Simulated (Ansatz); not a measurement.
Reaction (silylene loss): `F[SiH](F)[Si](F)(F)F` → `F[SiH](F)F` + `F[Si]F`

Calculated with Ansatz (gas phase, PBE0-D4/def2-TZVP geometries, no zero-point term in ΔE). CBS: MP2 limit from def2 TZ/QZ plus the TZ coupled-cluster correction, frozen cores. This one scheme is used for every species. Functionals use def2-TZVPP. B3LYP here is the variant with VWN-RPA as its local correlation; programs differ in this. HSE06 is defined as in plane-wave codes. Each species was taken in one conformer, which may not be the lowest.

```json
{"level": "LDA (SPW92)", "ΔE (eV)": "1.34"}
{"level": "B3LYP-D4", "ΔE (eV)": "1.09"}
{"level": "HSE06-D4", "ΔE (eV)": "1.28"}
{"level": "revPBE", "ΔE (eV)": "0.96"}
```

**Question.** What does CCSD(T)/CBS give? (Best estimate.)

**Answer.** Computed: +1.11 eV. The listed levels differ from it by 0.23, -0.02, 0.17, -0.15 eV.

Largest T1 diagnostic among the species: 0.015.

The D4 term adds +0.16 eV with B3LYP and +0.08 eV with PBE0; it sums over pairs of atoms, weighted by their polarisabilities, and B3LYP, whose exchange is more repulsive, gets the larger term. From BLYP to BHLYP (50 % exact exchange), in def2-TZVPP and without D4, ΔE moves by +0.30 eV. At CCSD(T), def2-SVP lies −0.22 eV from the extrapolated value and def2-TZVPP −0.05 eV.
